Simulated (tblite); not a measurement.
C7H12OSi2.
Numbering: `[CH2:1]=[CH:2][SiH2:3][CH2:4][C:5]1=[CH:6][C:7](=[O:8])[SiH2:9][CH2:10]1` (hydrogens: H11, H12 on C1; H13 on C2; H14, H15 on Si3; H16, H17 on C4; H18 on C6; H19, H20 on Si9; H21, H22 on C10)

Computed with GFN2-xTB (tblite), gas phase: L-BFGS steps from a force-field or distance-geometry start until the largest atomic force falls under 0.01 eV/Å.

Step 130: E = -776.7021 eV
```
atom  x, y, z in Å  |  force x, y, z in eV/Å
C1     -3.8886    0.8543   -0.0462   -0.101  -0.046   0.033
C2     -2.5751    0.6935   -0.0770    0.010   0.018  -0.050
Si3    -1.6223   -0.6005    0.8958    0.025   0.021  -0.065
C4     -0.3701   -1.3849   -0.3452    0.006  -0.026   0.020
C5      0.8473   -0.5522   -0.4232   -0.002   0.016  -0.028
C6      1.0471    0.4161   -1.3357   -0.051   0.004   0.076
C7      2.2540    1.2209   -1.2156    0.001  -0.038  -0.028
O8      2.5663    2.1245   -1.9696   -0.012  -0.002   0.011
Si9     3.2131    0.5884    0.3315    0.010  -0.009  -0.031
C10     1.9041   -0.7700    0.6214   -0.019   0.006   0.016
H11    -4.4035    1.6166   -0.6125    0.039  -0.023  -0.014
H12    -4.5210    0.2158    0.5543    0.050   0.069  -0.013
H13    -1.9899    1.3492   -0.7144   -0.033   0.024   0.055
H14    -2.4951   -1.6476    1.4352   -0.002  -0.019  -0.034
H15    -0.8919    0.0398    1.9966    0.009  -0.007   0.026
H16    -0.1147   -2.3855    0.0002   -0.004  -0.021   0.014
H17    -0.8538   -1.4734   -1.3193    0.039   0.022   0.032
H18     0.3421    0.6294   -2.1265    0.015  -0.017  -0.008
H19     4.5275    0.0345    0.0083   -0.003   0.033   0.026
H20     3.2596    1.5684    1.4162    0.015  -0.021  -0.012
H21     2.3131   -1.7780    0.5128   -0.034   0.036   0.003
H22     1.4410   -0.7397    1.6103    0.041  -0.021  -0.028
```

Step 131: E = -776.7033 eV
```
atom  x, y, z in Å  |  force x, y, z in eV/Å
C1     -3.8847    0.8544   -0.0497   -0.012  -0.017   0.002
C2     -2.5690    0.6997   -0.0718   -0.021   0.041  -0.059
Si3    -1.6213   -0.6024    0.8955    0.011   0.029  -0.031
C4     -0.3689   -1.3894   -0.3423    0.004  -0.010   0.017
C5      0.8459   -0.5535   -0.4237   -0.009   0.010  -0.005
C6      1.0419    0.4159   -1.3355   -0.033  -0.002   0.045
C7      2.2509    1.2183   -1.2198   -0.006  -0.016  -0.004
O8      2.5638    2.1207   -1.9749   -0.015  -0.007  -0.001
Si9     3.2098    0.5919    0.3299   -0.003  -0.021  -0.030
C10     1.9035   -0.7692    0.6204   -0.009   0.001  -0.003
H11    -4.3937    1.6250   -0.6111    0.028  -0.040  -0.002
H12    -4.5211    0.2063    0.5359    0.059   0.073  -0.018
H13    -1.9781    1.3679   -0.6946   -0.085  -0.020   0.091
H14    -2.4981   -1.6495    1.4299    0.000  -0.012  -0.039
H15    -0.8948    0.0326    2.0035    0.006  -0.016   0.008
H16    -0.1111   -2.3879    0.0066   -0.003  -0.027   0.014
H17    -0.8542   -1.4813   -1.3147    0.038   0.016   0.017
H18     0.3370    0.6265   -2.1274    0.015  -0.015  -0.001
H19     4.5246    0.0395    0.0086    0.010   0.030   0.024
H20     3.2530    1.5739    1.4129    0.014  -0.021  -0.014
H21     2.3124   -1.7769    0.5108   -0.017   0.031  -0.003
H22     1.4415   -0.7429    1.6090    0.028  -0.006  -0.007
```

Problem. Estimate the geometry and energy of step 132. (The exact step hangs on the optimiser's Hessian estimate; all steps are aligned on step 131, rigid shifts and turns removed.)

Solution. E = -776.7047 eV, largest force 0.089 eV/Å
```
atom  x, y, z in Å  |  force x, y, z in eV/Å
C1     -3.8824    0.8560   -0.0525    0.047  -0.011  -0.021
C2     -2.5658    0.7047   -0.0699   -0.050   0.008  -0.017
Si3    -1.6199   -0.6020    0.8934   -0.006   0.032   0.019
C4     -0.3666   -1.3942   -0.3379    0.003   0.003   0.015
C5      0.8451   -0.5554   -0.4230   -0.010   0.020   0.012
C6      1.0349    0.4165   -1.3335    0.010  -0.014   0.024
C7      2.2466    1.2159   -1.2221   -0.015   0.000   0.023
O8      2.5607    2.1182   -1.9768   -0.022  -0.006  -0.021
Si9     3.2078    0.5943    0.3282   -0.015  -0.033  -0.026
C10     1.9045   -0.7702    0.6190    0.004  -0.001  -0.022
H11    -4.3862    1.6317   -0.6097    0.000  -0.020  -0.015
H12    -4.5214    0.2011    0.5203    0.045   0.053   0.004
H13    -1.9741    1.3814   -0.6803   -0.063   0.003   0.063
H14    -2.4997   -1.6501    1.4224    0.003  -0.004  -0.040
H15    -0.8970    0.0301    2.0077   -0.004  -0.028  -0.017
H16    -0.1075   -2.3909    0.0152   -0.007  -0.022   0.007
H17    -0.8517   -1.4873   -1.3092    0.023  -0.006  -0.011
H18     0.3309    0.6235   -2.1270    0.009  -0.010   0.011
H19     4.5241    0.0463    0.0089    0.021   0.023   0.020
H20     3.2500    1.5776    1.4101    0.009  -0.022  -0.016
H21     2.3118   -1.7777    0.5063    0.011   0.020  -0.013
H22     1.4453   -0.7500    1.6078    0.008   0.015   0.022
```

The energy changes by -0.0014 eV. The first-order estimate −F·Δx gives -0.0020 eV and the mean of the old and new forces, exact on a quadratic surface, -0.0014 eV. The step makes an angle of 77° with the force vector and moves no atom by more than 0.020 Å.

The cost below is that of the whole relaxation. Hardware: Intel Xeon at 2.50 GHz, one thread, on a shared host. Cost: 9.1 s wall, 8.0 s CPU.
